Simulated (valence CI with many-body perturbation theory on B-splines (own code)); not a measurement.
# Pd²⁴⁺: one-electron terms

Method: relativistic CI+MBPT: four valence electrons over a frozen Dirac-Fock core [Ar], radial functions for each j: 9 s, 9 p, 10 d, 8 f, 5 g, 3 h, 1 i, with the one-electron correlation potential Σ1, the two-electron term Σ2, the three-electron term Σ3, Breit, model QED; selected CI, second order for the rest (own B-spline code, finite nucleus).

No measured levels were compared; by estimate terms of the open shell hold to 2 to 4 % of their energy, and close levels can change places. Core correlation moves these levels by up to 9600 cm⁻¹, and in measured spectra 5 to 20 % of such shifts remained as error; rates that hang on mixing are uncertain with them. Only levels of the ground parity were solved; by the run's estimate the other parity begins above the list, which can be wrong where configurations are misplaced.

These are the spectroscopic orbitals of the CI (the correlating ones are not listed), shaped by the core and the other valence electrons. h is the expectation value of the core's Dirac-Fock operator, without the valence repulsion; Σ1 is computed up to l = 3 at one energy for each symmetry, that of its lowest orbital but kept below the first core excitation, so for empty shells it is not the orbital's own correlation shift; Breit and QED include the response of the core.

```csv
Orbital,h (hartree),Σ1 (cm⁻¹),Breit (cm⁻¹),QED (cm⁻¹),⟨r⟩ (bohr)
4s1/2,-31.31,-7195,2046,1472,0.7183
5s1/2,-18.914,-2653,977,711,1.188
6s1/2,-12.673,-1307,532,392,1.781
4p1/2,-29.864,-8797,3204,-92.5,0.7219
5p1/2,-18.212,-3231,1575,-44.0,1.204
6p1/2,-12.281,-1591,875,-24.1,1.809
4p3/2,-29.411,-8515,2023,54.1,0.7341
5p3/2,-17.997,-3183,995,27.7,1.219
6p3/2,-12.162,-1579,574,15.7,1.827
3d3/2,-52.734,-21665,4085,-462,0.3141
4d3/2,-27.26,-8583,1386,-118,0.7182
5d3/2,-16.978,-3383,680,-54.8,1.228
3d5/2,-52.45,-21093,1743,-292,0.3166
4d5/2,-27.163,-8447,644,-66.9,0.7212
5d5/2,-16.931,-3323,313,-30.2,1.232
4f5/2,-25.208,-16764,57.0,-59.3,0.6682
5f5/2,-16.049,-7154,26.1,-29.9,1.198
4f7/2,-25.181,-15643,-152,-42.4,0.6694
5f7/2,-16.033,-6646,-69.8,-21.0,1.200
5g7/2,-15.568,,2.4,-5.4,1.091
5g9/2,-15.562,,-13.3,-1.4,1.091
```

Among the shells of the start configuration 3d4, Σ1 is largest in size for 3d3/2, where it is 0.19 % of h.

Lowest root of each symmetry, sizes in configuration state functions:

```csv
J,Parity,Roots,Reference,Variational,Second order,Change by selected CI (cm⁻¹),Change by second order (cm⁻¹)
0,even,5,19,7169,25087,-9321,-1
1,even,4,43,17066,64675,-8266,-3
2,even,8,61,25304,74224,-7925,-4
3,even,6,57,24182,121168,-8042,-12
4,even,7,48,24849,90462,-8728,-14
5,even,2,29,22427,10528,-10185,-9
6,even,2,15,18976,7416,-10318,-6
```
